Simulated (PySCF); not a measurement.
# How ionic is MCs along group 14?

r²SCAN in PySCF with def2-SVPD on every atom (core potentials on Sn, Cs, Pb), for the lowest determinant that a PBE0 search found; no spin–orbit coupling. A negative dipole means M(+)Cs(−).

| M | state (unpaired electrons) | Re (Å) | μ (D) |
| --- | --- | --- | --- |
| C | quartet (σ ↑, π ↑↑) | 2.842 | 9.17 |
| Si | quartet (σ ↑, π ↑↑) | 3.376 | 10.40 |
| Sn | quartet (σ ↑, π ↑↑) | 3.601 | 10.84 |
| Pb | quartet (σ ↑, π ↑↑) | 3.642 | 10.55 |

Problem. Give the ionic character |μ|/(e·Re) of each, with 1 e·Å = 4.803 D, and the positive end.

Solution. CsC 67 % (Cs positive), CsSi 64 % (Cs positive), CsSn 63 % (Cs positive), CsPb 60 % (Cs positive). Lone pairs and polarisation enter μ too, so this number is only a rough measure of charge transfer.

These are scalar-relativistic numbers at best; spin–orbit coupling would shift them, the dissociation energy most. States were picked by a PBE0 search and need not be the measured ground states.
